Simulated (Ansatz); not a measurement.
`BOC(C)[SiH3]` + `[OH][Sc]([OH])[OH]` → `[OH][Sc]([OH])[O][SiH3]` + `BOCC`  (ligand exchange at the Si–C bond)

Calculated with Ansatz (gas phase, PBE0-D4/def2-TZVP geometries, no zero-point term in ΔE). CCSD(T)/CBS adds triple-zeta CCSD(T) − MP2 to the extrapolated MP2 energy (def2 sets, frozen cores). DFT in def2-TZVPP. B3LYP here is the variant with VWN-RPA as its local correlation; programs differ in this. For Sc outer-core shells are correlated without core-valence functions, which leaves a few kJ/mol of doubt a bond. Scalar relativity is left out up to krypton. Each species was taken in one conformer, which may not be the lowest.

```tsv
level	ΔE (kcal/mol)	difference from CCSD(T)/CBS
PBE-D4	-28.6	4.3
r2SCAN-D4	-32.2	0.7
PBE0-D4	-30.6	2.3
B3LYP-D4	-32.3	0.6
ωB97X-V	-32.0	0.9
ωB97M-V	-31.6	1.3
B2PLYP	-33.9	-1.0
PBE	-29.6	3.3
r2SCAN	-32.4	0.5
PBE0	-31.4	1.5
B3LYP	-33.8	-0.9
HF/def2-TZVPP	-39.7	-6.8
MP2/def2-TZVPP	-33.2	-0.3
SCS-MP2/def2-TZVPP	-34.5	-1.6
CCSD/def2-TZVPP	-33.9	-1.0
CCSD(T)/def2-TZVPP	-33.0	-0.1
HF/def2-QZVPP	-40.2	-7.3
MP2/def2-QZVPP	-33.3	-0.4
SCS-MP2/def2-QZVPP	-34.6	-1.7
HF/CBS(def2)	-40.3	-7.4
MP2/CBS(def2)	-33.1	-0.2
CCSD/CBS(def2)	-33.8	-0.9
CCSD(T)/CBS	-32.9	0
```

Largest T1 diagnostic among the species: 0.016.

The D4 term adds +1.5 kcal/mol with B3LYP and +0.8 kcal/mol with PBE0; it sums over pairs of atoms, weighted by their polarisabilities, and B3LYP, whose exchange is more repulsive, gets the larger term. In def2-TZVPP, CCSD(T) changes the Hartree–Fock value by +6.7 kcal/mol (the triples alone add +0.9 kcal/mol) and MP2 by +6.5 kcal/mol.
